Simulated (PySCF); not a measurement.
4-tolylboronic acid, C7H9BO2.
SMILES: `B(O)(c1ccc(C)cc1)O`

Method used: TDDFT wB97X-D/def2-SVPD, vertical, gas phase, core orbitals frozen in the response in PySCF 2.14.0, density-fitted response routines. One conformer (not necessarily the lowest) at the PBE0-D3(BJ)/def2-SVP geometry, without solvent, vibrations or thermal averaging. Torsions of this conformer, `[CH3:1][c:2]1[cH:3][cH:4][c:5]([B:6]([OH:7])[OH:8])[cH:9][cH:10]1`: C4–C5–B6–O7 178°, H–O7–B6–C5 180°, H–O8–B6–C5 -1°.

Each state is given a Gaussian of 0.5 eV full width at half maximum, with ε(max) = 2.175×10⁸ f / Δν̃ (Δν̃ the width in cm⁻¹). The width is an assumption, not a result. The curve ends short of the highest state used, and states not computed would add to its high-energy end.

| E (eV) | ε (L mol⁻¹ cm⁻¹) |
| --- | --- |
| 4.48 | 1 |
| 4.59 | 3 |
| 4.70 | 13 |
| 4.81 | 40 |
| 4.92 | 102 |
| 5.03 | 214 |
| 5.14 | 434 |
| 5.25 | 968 |
| 5.37 | 2411 |
| 5.48 | 4872 |
| 5.59 | 7886 |
| 5.70 | 9899 |
| 5.81 | 9544 |
| 5.92 | 7078 |
| 6.03 | 4204 |
| 6.14 | 2749 |
| 6.25 | 4163 |
| 6.36 | 10007 |
| 6.48 | 22847 |
| 6.59 | 38937 |
| 6.70 | 53101 |
| 6.81 | 57742 |
| 6.92 | 49791 |
| 7.03 | 33833 |

Problem. Locate the maxima and give the states behind the curve.

Solution. 216 nm (5.74 eV), ε about 10000, made up of S2 (100%); 182 nm (6.80 eV), ε about 58000, made up of S3 (28%) and S4 (71%) (ε in L mol⁻¹ cm⁻¹; maxima over ε = 5, shares over 10%). The states used: S1 5.23 eV (f 0.0050); S2 5.74 eV (f 0.186); S3 6.67 eV (f 0.362); S4 6.84 eV (f 0.786); S5 6.94 eV (f 0.0013); S6 7.05 eV (f 0.0037); S7 7.19 eV (f 0.0011); S8 7.34 eV (f 0.0002); S9 7.57 eV (f 0.0001); S10 7.63 eV (f 0.0029).

Problem. What would ε be at 6.80 eV, the highest of these maxima, with half the width (0.25 eV)?

Solution. About 96400 L mol⁻¹ cm⁻¹ against 57900, a factor of about 1.7; a lone state at its own centre would give exactly 2.

Problem. Coming from long wavelengths, where does ε first pass 100 L mol⁻¹ cm⁻¹?

Solution. At about 252 nm (4.92 eV), 0.31 eV below S1.

Problem. On this curve, what absorbance would a 10⁻⁵ mol/L sample give at 254 nm over a 1 cm path?

Solution. 254 nm is 4.881 eV, where ε is about 75 L mol⁻¹ cm⁻¹, so A = ε c l ≈ 0.00075 (Beer–Lambert, with the gas-phase spectrum and the assumed width).

The vertical ionisation energy (ΔSCF) is 8.87 eV, 1.24 eV above S10.
